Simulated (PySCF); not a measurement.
Ge(F)(Cl)2(OH), SMILES [OH][Ge]([F])([Cl])[Cl] (PBE0/def2-SVP optimised geometry):

```
6

O     -1.146    -1.879     1.399
Ge    -0.563    -1.020     0.000
F      1.158    -1.020     0.000
Cl    -1.243    -2.042    -1.718
Cl    -1.158     1.020     0.000
H     -0.934    -1.438     2.232
```

Level of theory: PySCF with PBE0/def2-TZVP.

Problem. What are the frontier orbital energies and the dipole moment?

Solution. HOMO-2 -10.04 eV, HOMO-1 -9.90 eV, HOMO -9.78 eV, LUMO -1.57 eV, LUMO+1 0.50 eV; dipole moment 1.57 D.

On the same geometry PBE/def2-TZVP run with PySCF gives HOMO-2 -8.48 eV, HOMO-1 -8.33 eV, HOMO -8.23 eV, LUMO -2.60 eV, LUMO+1 -0.41 eV; dipole moment 1.53 D.

Meta-Löwdin charges at PBE0/def2-TZVP: O1 -0.71, Ge2 1.33, F3 -0.49, Cl4 -0.24, Cl5 -0.26, H6 0.36.
